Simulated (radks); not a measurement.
Spherical jellium clusters: N electrons in a uniform positive sphere of charge N and radius rs N^(1/3), rs = 4.76 bohr. Method: non-relativistic Kohn-Sham, PBEsol, spin-polarised, spherical densities; computed with a radial shooting solver with Libxc functionals. Levels are named by radial order and angular momentum (1s, 1p, 1d, 2s, ...), and open shells are averaged over m.

N = 24, configuration 1s2 1p6 1d10 2s2 1f(up 4, down 0). This is the lowest configuration that the search found. Occupied levels:

level,occupation,eigenvalue (eV),<r> (bohr)
1s up,1,-4.1981,8.877
1s down,1,-4.1050,8.328
1p up,3,-3.7542,10.13
1p down,3,-3.5979,9.790
1d up,5,-3.1493,11.00
1d down,5,-2.9486,10.79
2s up,1,-2.7000,8.402
2s down,1,-2.6027,8.636
1f up,4,-2.4109,11.73

Energy (eV): total -44.3873, kinetic 31.079, external -1360.5, Hartree 676.35, exchange-correlation -76.256, background 684.93.
